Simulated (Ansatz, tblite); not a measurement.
Removing and adding an electron: Ge₂₁H₂₈, a nanocrystal cut from hexagonal germanium. Charge 0, multiplicity 1. Geometry: r2SCAN-D4/def2-SVP. Ansatz, gas phase; energy differences of separate SCF runs; the oxidised species was run as a doublet alone; the reduced species was run as a doublet alone.

Cartesian coordinates in Å:
```
Ge 4.1232 0.7598 2.3676
Ge 1.8466 1.6189 2.5137
Ge 1.3901 3.4784 -1.6994
Ge -0.8704 4.3733 -1.5223
Ge 3.6627 0.1863 -1.5215
Ge 4.2934 -0.8689 0.5732
Ge 1.3873 1.0677 -1.3763
Ge 0.4396 0.5835 0.8219
Ge -2.4383 2.5662 -1.0973
Ge -1.8447 1.4609 0.9883
Ge 2.7429 -2.6880 1.0047
Ge 0.4592 -1.8331 1.1762
Ge -0.4539 -2.2917 3.3833
Ge -3.3756 -0.3649 1.4844
Ge -2.7200 -1.4142 3.5758
Ge -0.0430 0.0319 -3.0550
Ge -2.3216 0.9157 -2.8826
Ge -0.0217 -2.3737 -2.7033
Ge -0.9672 -2.8530 -0.5155
Ge -3.8904 -0.8832 -2.4172
Ge -3.2463 -1.9713 -0.3400
H 5.1032 1.9201 2.1070
H 4.5181 0.0994 3.7027
H 1.8429 3.1477 2.3144
H 1.2599 1.3308 3.9101
H 2.3021 4.1335 -0.6425
H 1.9772 3.8039 -3.0874
H -0.9407 5.4008 -0.3754
H -1.2471 5.0970 -2.8302
H 4.6308 1.3431 -1.8455
H 3.7541 -0.8344 -2.6738
H 5.7380 -1.4099 0.4836
H -3.8821 3.1101 -0.9991
H -1.8794 2.4899 2.1441
H 3.1138 -3.3999 2.3222
H 2.8257 -3.7310 -0.1281
H 0.4533 -1.6512 4.4532
H -0.4569 -3.8143 3.6261
H -4.8179 0.1836 1.5798
H -2.7878 -0.3802 4.7169
H -3.6942 -2.5594 3.9159
H 0.5134 0.3567 -4.4608
H -2.6869 1.5921 -4.2236
H 1.4345 -2.8829 -2.7518
H -0.8141 -3.0958 -3.8127
H -1.0042 -4.3822 -0.2884
H -5.3189 -0.3157 -2.2926
H -3.8833 -1.9043 -3.5737
H -4.2054 -3.1480 -0.0489
```

The xTB rows come from tblite. Single mean-field runs in def2-TZVP are fitted with def2-universal-jkfit. HOMO above LUMO, or a gap near zero within one spin, warns that the state may not be the lowest or that an electron is smeared out.

```tsv
level	−HOMO (eV)	vertical IE (eV)	−LUMO (eV)	vertical EA (eV)	HOMO–LUMO gap (eV)	IE − EA (eV)	remarks
GFN1-xTB	11.75	12.92	9.03	7.69	2.72	5.24	–
GFN2-xTB	9.88	11.26	6.22	4.82	3.66	6.44	–
PBE-D4/def2-TZVP	5.83	7.30	2.11	0.87	3.71	6.44	HOMO above zero (-1 doublet), gap within one spin near zero (+1 doublet)
PBE0-D4/def2-TZVP	6.70	7.71	1.43	0.62	5.27	7.10	HOMO above zero (-1 doublet)
```

   A HOMO above zero means that the electron is unbound at that level or that self-interaction error raises the level; the energy of removing that electron tells which. Raw xTB energy differences between charge states are shifted by several eV; the methods need an empirical correction for them. Sets without diffuse functions give affinities that are too small.
